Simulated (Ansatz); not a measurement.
`C=C[SiH2][SiH2]Cl` → `C=C[SiH2]Cl` + `[SiH2]` at 400 K and 1 bar (silylene formation by 1,1-elimination).

Computed with Ansatz on PBE0-D4/def2-TZVP structures; ΔE is electronic, products minus reactants. CBS: MP2 limit from def2 TZ/QZ plus the TZ coupled-cluster correction, frozen cores. This one scheme is used for every species. One conformer a species, not always the lowest.

```json
{"species": "`C=C[SiH2][SiH2]Cl`", "CCSD(T)/CBS energy (Eh)": "-1118.27482", "H − E (kJ/mol)": "244.1", "S (J/(mol·K))": "424.2"}
{"species": "`C=C[SiH2]Cl`", "CCSD(T)/CBS energy (Eh)": "-827.99751", "H − E (kJ/mol)": "188.1", "S (J/(mol·K))": "348.1"}
{"species": "`[SiH2]`", "CCSD(T)/CBS energy (Eh)": "-290.19011", "H − E (kJ/mol)": "44.2", "S (J/(mol·K))": "218.1"}
```

H − E and S are ideal-gas, rigid-rotor, harmonic terms from PBE0-D4/def2-TZVP, for one conformer and one mirror image of each species. 1 Eh = 2625.50 kJ/mol, R = 8.31446 J/(mol·K).

By hand: ΔE, ΔH, ΔS and ΔG.

ΔE = (-827.99751) + (-290.19011) − (-1118.27482) = 0.08720 Eh = 228.9 kJ/mol. Δ(H − E) = 188.1 + 44.2 − 244.1 = -11.8, so ΔH = 217.1 kJ/mol. ΔS = 348.1 + 218.1 − 424.2 = 142.0 J/(mol·K). ΔG = 217.1 − 400 × (142.0)/1000 = 160.3 kJ/mol.

By hand: the equilibrium constant, and the temperature at which ΔG would vanish if ΔH and ΔS stayed fixed.

log₁₀ K = −ΔG/(RT ln 10) = -20.9. ΔG = 0 at ΔH/ΔS = 1529 K.

The number of gas molecules changes by +1, which sets the sign of ΔS. A doubt of 5 kJ/mol in ΔE shifts log₁₀ K by 0.7 here. Other conformers and mirror images would add mixing entropy, several J/(mol·K) or more a flexible species. Modes under 60 cm⁻¹, often nearly free rotors, make the harmonic entropy too high. These are equilibria of isolated gas molecules and say nothing of rates. Largest T1 diagnostic: 0.014 (customary marks: 0.02 for closed shells, 0.045 for open ones).
